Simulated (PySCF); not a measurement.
**Excited states of Se⁶⁺ (selenium, charge +6)**

Ground state [Ar] 3d10, ¹S. All numbers are calculated (PySCF 2.14, scalar relativity by spin-free X2C-1e, in x2c-TZVPall with one added diffuse shell each of s, p, d type (7s6p5d1f, 57 functions)). Vertical excitation energies in eV without spin-orbit coupling; excited terms of each kind are numbered among those the solver found. Frozen: [Ar].

```csv
term,leading excitation,EOM-EE-CCSD
1 3D,3d → s,54.860
1 1D,3d → s,55.593
1 3P°,3d → p,69.577
1 3F°,3d → p,70.250
1 1F°,3d → p,70.768
1 1D°,3d → p,71.438
1 3D°,3d → p,71.446
1 1P°,3d → p,71.616
1 3S,3d → d,92.490
1 3G,3d → d,93.609
1 1G,3d → d,93.877
```

The solver can miss terms.
